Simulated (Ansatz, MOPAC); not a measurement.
Species: InI, net charge 0, singlet state. SMILES: [In][I]
Structure (B3LYP-D3(BJ)/def2-TZVP (Ansatz, a first-principles code) minimum search):
```xyz
2

In     0.0000     0.0000    -1.4569
I      0.0000     0.0000     1.3470
```
Charge 0, spin multiplicity 1.

Wanted: size of the dipole moment, in D. Conventions: spin-orbit terms left out; PM7 with its own dispersion and hydrogen-bond terms; def2 sets with scalar-relativistic core potentials past Kr; LANL2DZ with its own core potentials from Na on; STO-3G and 3-21G all-electron and non-relativistic. Ab initio and DFT rows: single points at B3LYP-D3(BJ) geometries (Ansatz). Semi-empirical rows: dipoles at the shared geometry.

```
level           program  size of the dipole moment (D)
--------------  -------  -----------------------------
PM7               MOPAC                           9.03
PBE/STO-3G       Ansatz                           3.09
PBE/LANL2DZ      Ansatz                           3.75
B3LYP/3-21G      Ansatz                           3.48
B3LYP/LANL2DZ    Ansatz                           4.11
B3LYP/def2-SVP   Ansatz                           3.56
```

No value to compare with is used here. The 6 habitual levels span 3.09 (PBE/STO-3G) to 9.03 D (PM7).

The levels are drawn from those run, B3LYP/6-31G* more often than the rest, none by its result; runs whose electronic state is in doubt are left out.
